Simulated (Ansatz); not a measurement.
Reaction R1 → P1 + P2, each structure at its B3LYP-D3(BJ)/def2-TZVP stationary point, reached from a drawn start (curvature not checked).
P1: H atom, charge 0, multiplicity 2.
R1, H2Mg (SMILES [MgH2]) (charge 0, multiplicity 1, Z-matrix in Å and degrees):
```
Mg
H 1 1.6996
H 1 1.6996 2 180.00
```
P2: HMg (SMILES [MgH]), charge 0, multiplicity 2.

P less R. No zero-point or thermal terms; singlets are restricted closed shells; open shells are unrestricted.

Frozen-core correlation throughout. CBS: X⁻³ extrapolation of the correlation energy, Hartree–Fock from the larger set.

Programs: Ansatz (an electronic-structure program). No computed number here is a measurement.

PBE/def2-TZVPP gives 284.5 kJ/mol for the reaction energy.

**Question.** How do the other levels lie against it? Give each less PBE: r2SCAN/def2-TZVPP, PBE0/def2-TZVPP, wB97M-V/def2-TZVPP, B2PLYP/def2-TZVPP, MP2/CBS(def2-TZVPP, def2-QZVPP), CCSD(T)/CBS(def2-TZVPP, def2-QZVPP).

**Answer.** r2SCAN/def2-TZVPP 6.3; PBE0/def2-TZVPP 0.6; wB97M-V/def2-TZVPP 28.8; B2PLYP/def2-TZVPP 14.7; MP2/CBS(def2-TZVPP, def2-QZVPP) 7.4; CCSD(T)/CBS(def2-TZVPP, def2-QZVPP) 21.8 kJ/mol. 6 of 6 lie above PBE; the widest gap is to wB97M-V/def2-TZVPP.
